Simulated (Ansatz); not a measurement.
`F[SiH2]P[SiH3]` + CH₃OH → `CO[SiH2]F` + `[SiH3]P` at 600 K and 1 bar (cleavage of the Si–P bond).

Gas-phase electronic energies from Ansatz, PBE0-D4/def2-TZVP geometries. CBS: MP2 limit from def2 TZ/QZ plus the TZ coupled-cluster correction, frozen cores. This one scheme is used for every species. One conformer a species, not always the lowest.

```tsv
species	CCSD(T)/CBS energy (Eh)	H − E (kJ/mol)	S (J/(mol·K))
`F[SiH2]P[SiH3]`	-1022.56126	209.4	463.1
CH₃OH	-115.61712	163.6	277.3
`CO[SiH2]F`	-505.20189	214.8	391.4
`[SiH3]P`	-633.00997	151.6	340.7
```

H − E and S are ideal-gas, rigid-rotor, harmonic terms from PBE0-D4/def2-TZVP, for one conformer and one mirror image of each species. 1 Eh = 2625.50 kJ/mol, R = 8.31446 J/(mol·K).

Question: By hand: ΔE, ΔH, ΔS and ΔG.

Answer: ΔE = (-505.20189) + (-633.00997) − (-1022.56126) − (-115.61712) = -0.03348 Eh = -87.9 kJ/mol. Δ(H − E) = 214.8 + 151.6 − 209.4 − 163.6 = -6.6, so ΔH = -94.5 kJ/mol. ΔS = 391.4 + 340.7 − 463.1 − 277.3 = -8.3 J/(mol·K). ΔG = -94.5 − 600 × (-8.3)/1000 = -89.5 kJ/mol.

Question: By hand: the equilibrium constant, and the temperature at which ΔG would vanish if ΔH and ΔS stayed fixed.

Answer: log₁₀ K = −ΔG/(RT ln 10) = 7.8. ΔG = 0 at ΔH/ΔS = 11386 K, far beyond where these terms or the molecules hold.

The number of gas molecules stays the same, so ΔS is small and ΔH decides. A doubt of 5 kJ/mol in ΔE shifts log₁₀ K by 0.4 here. Other conformers and mirror images would add mixing entropy, several J/(mol·K) or more a flexible species. Modes under 60 cm⁻¹, often nearly free rotors, make the harmonic entropy too high. These are equilibria of isolated gas molecules and say nothing of rates. Largest T1 diagnostic: 0.013 (customary marks: 0.02 for closed shells, 0.045 for open ones).
